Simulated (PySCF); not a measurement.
Spinor energies of Ce²⁷⁺ (cerium, charge +27)

Start: [Ar] 3d10 4s2 4p1; 4p1/2 filled at m_j = +1/2. Calculated with PySCF 2.14 in an even-tempered Gaussian basis (17 s from 2.3 bohr⁻², ratio 2.8; 13 p from 2.9 bohr⁻², ratio 2.8; 8 d from 5.2 bohr⁻², ratio 2.8; 4 f from 13 bohr⁻², ratio 3): generalised Hartree-Fock with the X2C-1e Hamiltonian and a Gaussian nucleus; one run each with spin-orbit coupling (SO) switched off, then screened by Boettger's factors.

```tsv
spinor shell	electrons	ε, spin-free (eV)	ε, screened SO (eV)	weight of nominal j (screened SO)	rms radius, screened SO (bohr)
1s1/2	2	-41557.5	-41551.0	1.000	0.0280
2s1/2	2	-7510.0	-7507.4	1.000	0.114
2p1/2	2	-6815.2	-7128.7	1.000	0.0977
2p3/2	4	-6815.2	-6675.8	1.000	0.104
3s1/2	2	-2311.8	-2310.5	1.000	0.293
3p1/2	2	-2083.8	-2149.3	1.000	0.284
3p3/2	4	-2083.8	-2053.5	1.000	0.296
3d3/2	4	-1769.4	-1780.7	1.000	0.266
3d5/2	6	-1769.4	-1760.1	1.000	0.269
4s1/2	2	-1016.9	-1016.4	0.999	0.632
4p1/2	1	-944.45	-962.90	1.000	0.632
```

```
   quantity    spin-free  screened SO
E (hartree)  -8493.64968  -8498.06481
        M_J          1/2          1/2
       ⟨J²⟩        1.093        0.752
       ⟨L²⟩        2.008        2.025
       ⟨S²⟩        0.753        0.771
```

Each row is a mean over spinors that exchange with the open shell spreads, by up to 4.572 eV (3p1/2).

Breit and QED terms are absent; they matter most for the inner s and p1/2 levels.

Densities and radii are taken from the X2C orbitals without a picture-change correction, which distorts them close to the nucleus.

Without spin-orbit coupling the j labels of p, d and f shells carry no meaning; the spin-free column gives the mean over the occupied spinors of each nl shell, and its ⟨J²⟩ belongs to a mixture of degenerate components.
